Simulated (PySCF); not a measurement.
C₄H₃BF₂O.
SMILES with atom numbers: `[CH:1]#[C:2][C:3](=[O:4])[CH2:5][B:6]([F:7])[F:8]` (hydrogens: H9 on C1; H10, H11 on C5)

Torsions of this conformer, `[CH:1]#[C:2][C:3](=[O:4])[CH2:5][B:6]([F:7])[F:8]`: C2–C3–C5–B6 77°, C3–C5–B6–F7 -67°.

The closed-shell ground state was solved at several levels (PySCF, density fitting, gas phase, non-relativistic). Geometry: GFN2-xTB, one conformer, isolated molecule.

```json
{"level": "PBE0/pcSseg-1", "basis functions": "151", "HOMO (eV)": "-8.21", "LUMO (eV)": "-2.10", "gap (eV)": "6.11", "dipole (D)": "2.97"}
{"level": "CAM-B3LYP/def2-SVPD", "basis functions": "193", "HOMO (eV)": "-9.75", "LUMO (eV)": "-1.06", "gap (eV)": "8.69", "dipole (D)": "3.08"}
```

Question: What might B3LYP/pcJ-1 (246 basis functions) give for the same quantities?

Answer: HOMO -7.92 eV, LUMO -2.30 eV, gap 5.62 eV, dipole 2.97 D.

Question: Over all these levels, which gives the widest orbital gap and which the narrowest?

Answer: CAM-B3LYP/def2-SVPD (range-separated hybrid) has the widest, 8.69 eV, and B3LYP/pcJ-1 (global hybrid, 20 % exact exchange) the narrowest, 5.62 eV. Functional and basis both differ between the two, so the spread mixes both effects.

Question: How far do the dipole and the HOMO energy spread over the levels?

Answer: The dipole runs from 2.97 to 3.08 D (mean 3.01 D) and the HOMO from -9.75 to -7.92 eV.
